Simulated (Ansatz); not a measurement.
System: CH3BF2 (charge 0, singlet). 
Structure (B3LYP-D3(BJ)/def2-TZVP (Ansatz, a quantum-chemistry and plane-wave program) minimum search):
```
C
H 1 1.0887
H 1 1.0934 2 108.80
H 1 1.0936 2 108.72 3 115.04
B 1 1.5573 2 112.83 4 122.39
F 5 1.3269 1 122.80 2 -0.71
F 5 1.3282 6 115.79 1 179.94
```

Parts of the frozen-core correlation energy in cc-pVQZ (Ansatz, hartree). Frozen orbitals: 4; correlated occupied orbitals by spin: 12 and 12; virtual: 294 and 294. No spin-orbit coupling. No relativistic terms.

```
term                            value
-------------------------  ----------
reference (HF)             -263.44305
MP2 opposite-spin            -0.63567
MP2 same-spin                     [?]
CCSD correlation                  [?]
(T)                               [?]
T1 diagnostic                   0.012
largest doubles amplitude       0.023
```

Q: Fill in the missing entries.

A: 
- MP2 same-spin, value: -0.20225
- CCSD correlation, value: -0.84928
- (T), value: -0.02837
